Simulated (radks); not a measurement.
The numbers below are computed, except where a source is named.
Removal energies from the germanium ion Ge7+, [Ar] 3d7, by Delta-SCF beside the eigenvalue of the level emptied. Level of theory: scalar-relativistic Kohn-Sham, r2SCAN, spin-polarised, spherical densities, finite nucleus; meta-GGA in the generalised Kohn-Sham scheme; Fermi nuclear charge, rms radius of each element as measured or else 0.836 A^(1/3) + 0.57 fm (a radial shooting solver on a logarithmic mesh with Libxc functionals). Open shells are filled with parallel spins first.

| removed from | final configuration | Delta-SCF (eV) | -eigenvalue (eV) |
|---|---|---|---|
| 3d | [Ar] 3d6 | 175.54 | 160.38 |
| 3p | [Ne] 3s2 3p5 3d7 | 266.64 | 251.42 |
| 3s | [Ne] 3s1 3p6 3d7 | 322.36 | 307.04 |
| 2p | [He] 2s2 2p5 3s2 3p6 3d7 | 1394.6 | 1353.8 |
